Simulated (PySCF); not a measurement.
# Mn²⁺: excitation energy

Mn²⁺ [Ar] 3d5 (6S) → Mn²⁺ [Ar] 3d4 4p1 (high-spin determinant), as a difference of total energies. Calculation: PySCF 2.14, in x2c-TZVPPall; scalar relativity by spin-free X2C-1e. Correlated levels: valence: [Ar] frozen. The calculations carry no spin-orbit coupling.

```tsv
method	excitation energy (cm⁻¹)
UHF	104780
MP2 (valence)	109540
SCS-MP2 (valence)	106370
CCSD (valence)	109410
CCSD(T) (valence)	109470
```

A first-order spin-orbit estimate (lowest level to lowest level, LS coupling) adds -0.102 eV.

The basis was made for the ground configuration and has no added diffuse functions, so the excitation energy can come out too high.

The determinant of the upper state mixes LS terms, which raises its energy above the lowest term, most at the Hartree-Fock and MP2 levels.
